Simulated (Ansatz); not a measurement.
Input file for Ansatz (a program for electronic structure): R-B97M-V/def2-TZVPPD on H3NSe (SMILES N[SeH]) with ghost functions. Files ending in .json are basis or fitting sets from the Basis Set Exchange.

Ansatz 0.2 input:
```yaml
crystal:
  periodic: [false, false, false]
  atoms:
    - {symbol: N, position_ang: [-1.07292101, 0.40476374, 0.50212133]}
    - {symbol: Se, position_ang: [0.39155693, -0.45012421, -0.29184315]}
    - {symbol: H, position_ang: [-1.14490648, 1.36278812, 0.18172996]}
    - {symbol: H, position_ang: [-1.93319109, -0.08622279, 0.29239135]}
    - {symbol: H, position_ang: [-0.03128953, -0.39510186, -1.71329138]}
basis:
  gaussian:
    orbitals: def2-TZVPPD.json
    ghost_atoms:
      - {symbol: O, position_ang: [-0.20334475, 0.36879315, 3.33454902]}
      - {symbol: H, position_ang: [-0.57861807, 0.39414759, 2.43657248]}
      - {symbol: H, position_ang: [-0.30254400, -0.54208215, 3.62688621]}
hamiltonian:
  xc: {name: B97M-V}
scf: {lower_state_search: off}
```

The head of its log:

```
WARN ansatz: RAYON_NUM_THREADS=1 ignored (pool sized by the plan → 1); use --threads N
Functional definition: B97M-V
these checks for a lower state are left out or cut short: stability, starts, cluster_reference, orbital_swaps, neighbouring_geometries, increment
integrals: 0.14 GiB planned
1065 factors; their error is unknown
mean field: 1.02 GiB planned
mean field evaluation 1: about -66870.3934 eV, gradient 5.6e1 eV
mean field evaluation 2: about -66836.2930 eV, gradient 1.2e2 eV
```

**Question.** Give the final energy of this run.

**Answer.** -2457.6673 hartree.
